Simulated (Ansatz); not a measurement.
Consider the substitution at a C–Ge bond: `[CH3][GeH]([NH2])[F]` + `N[SiH](N)O` → `CN[SiH](N)O` + `[NH2][GeH2][F]`.

Program: Ansatz. Geometries: PBE0-D4/def2-TZVP. ΔE: electronic, gas phase. CCSD(T)/CBS is the MP2 limit (def2-TZVPP, def2-QZVPP) plus CCSD(T) − MP2 in def2-TZVPP, frozen cores. Functionals use def2-TZVPP. B3LYP here is the variant with VWN-RPA as its local correlation; programs differ in this. For Ge outer-core shells are correlated without core-valence functions, which leaves a few kJ/mol of doubt a bond. Scalar relativity is left out up to krypton. Each species was taken in one conformer, which may not be the lowest.

`[CH3][GeH]([NH2])[F]`:

Cartesian coordinates in Å:
```
C -0.472 -1.323 0.470
Ge 0.510 0.074 -0.433
N -0.381 1.653 -0.309
F 2.057 0.167 0.393
H 0.092 -2.256 0.437
H -0.627 -1.047 1.514
H -1.441 -1.473 -0.006
H 0.870 -0.164 -1.905
H 0.044 2.436 -0.783
H -0.652 1.933 0.622
```

`N[SiH](N)O`:

```xyz
10

N     0.291    0.548   -1.319
Si   -0.038    0.354    0.351
N    -1.060   -1.010    0.435
O     1.421    0.317    1.117
H     0.992    1.205   -1.618
H    -0.463    0.489   -1.985
H    -0.743    1.439    1.074
H    -0.858   -1.853   -0.077
H    -1.611   -1.193    1.257
H     2.069   -0.296    0.765
```

`CN[SiH](N)O`:

Cartesian coordinates in Å:
```
C -1.852 0.474 -0.192
N -0.852 -0.340 0.457
Si 0.764 -0.543 -0.024
N 1.394 0.986 -0.436
O 1.402 -1.343 1.271
H -2.556 -0.112 -0.796
H -1.360 1.185 -0.858
H -2.432 1.053 0.534
H -1.216 -0.996 1.129
H 1.044 -1.364 -1.240
H 2.107 1.085 -1.138
H 1.365 1.771 0.194
H 2.193 -1.856 1.099
```

`[NH2][GeH2][F]`:

```xyz
7

N    -0.649   -0.265    0.918
Ge    0.535    0.239   -0.357
F    -0.056   -0.128   -1.964
H    -1.529    0.230    0.930
H    -0.814   -1.257    1.006
H     1.819   -0.580   -0.207
H     0.693    1.761   -0.327
```

```json
{"level": "PBE-D4", "ΔE (kJ/mol)": "79.6", "difference from CCSD(T)/CBS": "-8.1"}
{"level": "r2SCAN-D4", "ΔE (kJ/mol)": "84.7", "difference from CCSD(T)/CBS": "-3.0"}
{"level": "PBE0-D4", "ΔE (kJ/mol)": "80.8", "difference from CCSD(T)/CBS": "-6.9"}
{"level": "B3LYP-D4", "ΔE (kJ/mol)": "78.8", "difference from CCSD(T)/CBS": "-8.9"}
{"level": "ωB97X-V", "ΔE (kJ/mol)": "79.9", "difference from CCSD(T)/CBS": "-7.8"}
{"level": "ωB97M-V", "ΔE (kJ/mol)": "83.5", "difference from CCSD(T)/CBS": "-4.2"}
{"level": "B2PLYP", "ΔE (kJ/mol)": "83.6", "difference from CCSD(T)/CBS": "-4.1"}
{"level": "PBE", "ΔE (kJ/mol)": "80.3", "difference from CCSD(T)/CBS": "-7.4"}
{"level": "r2SCAN", "ΔE (kJ/mol)": "85.1", "difference from CCSD(T)/CBS": "-2.6"}
{"level": "PBE0", "ΔE (kJ/mol)": "81.5", "difference from CCSD(T)/CBS": "-6.2"}
{"level": "B3LYP", "ΔE (kJ/mol)": "79.9", "difference from CCSD(T)/CBS": "-7.8"}
{"level": "HF/def2-TZVPP", "ΔE (kJ/mol)": "77.5", "difference from CCSD(T)/CBS": "-10.2"}
{"level": "MP2/def2-TZVPP", "ΔE (kJ/mol)": "90.6", "difference from CCSD(T)/CBS": "2.9"}
{"level": "SCS-MP2/def2-TZVPP", "ΔE (kJ/mol)": "85.2", "difference from CCSD(T)/CBS": "-2.5"}
{"level": "CCSD/def2-TZVPP", "ΔE (kJ/mol)": "85.5", "difference from CCSD(T)/CBS": "-2.2"}
{"level": "CCSD(T)/def2-TZVPP", "ΔE (kJ/mol)": "86.1", "difference from CCSD(T)/CBS": "-1.6"}
{"level": "HF/def2-QZVPP", "ΔE (kJ/mol)": "76.6", "difference from CCSD(T)/CBS": "-11.1"}
{"level": "MP2/def2-QZVPP", "ΔE (kJ/mol)": "91.2", "difference from CCSD(T)/CBS": "3.5"}
{"level": "SCS-MP2/def2-QZVPP", "ΔE (kJ/mol)": "85.8", "difference from CCSD(T)/CBS": "-1.9"}
{"level": "HF/CBS(def2)", "ΔE (kJ/mol)": "76.5", "difference from CCSD(T)/CBS": "-11.2"}
{"level": "MP2/CBS(def2)", "ΔE (kJ/mol)": "92.1", "difference from CCSD(T)/CBS": "4.4"}
{"level": "CCSD/CBS(def2)", "ΔE (kJ/mol)": "87.1", "difference from CCSD(T)/CBS": "-0.6"}
{"level": "CCSD(T)/CBS", "ΔE (kJ/mol)": "87.7", "difference from CCSD(T)/CBS": "0"}
```

Largest T1 diagnostic among the species: 0.011.

In def2-TZVPP, CCSD(T) changes the Hartree–Fock value by +8.7 kJ/mol (the triples alone add +0.6 kJ/mol) and MP2 by +13.1 kJ/mol.
